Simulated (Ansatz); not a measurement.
`S[SiH2]Cl` + CH₃OH → `CO[SiH2]S` + HCl at 298.15 K and 1 bar (ligand exchange at the Si–Cl bond).

Program: Ansatz. Geometries: PBE0-D4/def2-TZVP. ΔE: electronic, gas phase. CCSD(T)/CBS is the MP2 limit (def2-TZVPP, def2-QZVPP) plus CCSD(T) − MP2 in def2-TZVPP, frozen cores. This one scheme is used for every species. One conformer a species, not always the lowest.

```json
{"species": "`S[SiH2]Cl`", "CCSD(T)/CBS energy (Eh)": "-1148.50980", "H − E (kJ/mol)": "90.1", "S (J/(mol·K))": "304.5"}
{"species": "CH₃OH", "CCSD(T)/CBS energy (Eh)": "-115.61712", "H − E (kJ/mol)": "146.3", "S (J/(mol·K))": "238.2"}
{"species": "`CO[SiH2]S`", "CCSD(T)/CBS energy (Eh)": "-803.74459", "H − E (kJ/mol)": "202.2", "S (J/(mol·K))": "346.2"}
{"species": "HCl", "CCSD(T)/CBS energy (Eh)": "-460.38127", "H − E (kJ/mol)": "26.6", "S (J/(mol·K))": "186.8"}
```

H − E and S are ideal-gas, rigid-rotor, harmonic terms from PBE0-D4/def2-TZVP, for one conformer and one mirror image of each species. 1 Eh = 2625.50 kJ/mol, R = 8.31446 J/(mol·K).

**Question.** By hand: ΔE, ΔH, ΔS and ΔG.

**Answer.** ΔE = (-803.74459) + (-460.38127) − (-1148.50980) − (-115.61712) = 0.00106 Eh = 2.8 kJ/mol. Δ(H − E) = 202.2 + 26.6 − 90.1 − 146.3 = -7.6, so ΔH = -4.8 kJ/mol. ΔS = 346.2 + 186.8 − 304.5 − 238.2 = -9.7 J/(mol·K). ΔG = -4.8 − 298.15 × (-9.7)/1000 = -1.9 kJ/mol.

**Question.** By hand: the equilibrium constant, and the temperature at which ΔG would vanish if ΔH and ΔS stayed fixed.

**Answer.** log₁₀ K = −ΔG/(RT ln 10) = 0.3. ΔG = 0 at ΔH/ΔS = 495 K, though so small a ΔH makes that figure unsure.

TΔS isn't small against ΔH here. The sign of ΔG lies within the doubt. A doubt of 5 kJ/mol in ΔE shifts log₁₀ K by 0.9 here. Other conformers and mirror images would add mixing entropy, several J/(mol·K) or more a flexible species. Modes under 60 cm⁻¹, often nearly free rotors, make the harmonic entropy too high. These are equilibria of isolated gas molecules and say nothing of rates. Largest T1 diagnostic: 0.011 (customary marks: 0.02 for closed shells, 0.045 for open ones).
